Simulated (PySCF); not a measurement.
Al(Cl)(F)(tBu), SMILES C[C](C)(C)[Al]([F])[Cl] (C4H9AlClF), GFN2-xTB optimised geometry.

```
16

Al     0.63     1.05     0.00
Cl     2.66     1.05     0.00
F     -0.16     2.51     0.00
C     -0.54    -0.62     0.02
C     -0.41    -1.36     1.36
C     -1.99    -0.19    -0.19
C     -0.10    -1.59    -1.09
H     -1.02    -2.27     1.35
H     -0.76    -0.73     2.18
H      0.62    -1.64     1.56
H     -2.29     0.52     0.58
H     -2.11     0.30    -1.16
H     -2.66    -1.05    -0.15
H     -0.25    -1.14    -2.07
H      0.95    -1.85    -0.99
H     -0.69    -2.51    -1.05
```

Density from CAM-B3LYP/def2-TZVP (PySCF) at that geometry.

Minimum of the electron density along straight lines between bonded atoms, close to the bond critical point (lines longer than 1.1 times the sum of covalent radii, or with two minima, are not listed):

```tsv
bond	length / Å	ρ at the minimum / e bohr⁻³	∇²ρ there / e bohr⁻⁵	position (fraction from the first atom)
Al1–Cl2	2.031	0.085	0.36	0.39
Al1–F3	1.657	0.112	0.89	0.44
Al1–C4	2.037	0.083	0.15	0.40
C4–C5	1.535	0.242	-0.59	0.50
C4–C6	1.531	0.245	-0.60	0.50
C4–C7	1.534	0.243	-0.59	0.50
C5–H8	1.091	0.278	-0.95	0.64
C5–H9	1.089	0.279	-0.96	0.64
C5–H10	1.090	0.279	-0.96	0.64
C6–H11	1.090	0.280	-0.96	0.64
C6–H12	1.090	0.279	-0.96	0.64
C6–H13	1.091	0.278	-0.95	0.64
C7–H14	1.089	0.279	-0.96	0.64
C7–H15	1.090	0.279	-0.96	0.64
C7–H16	1.091	0.278	-0.95	0.64
```
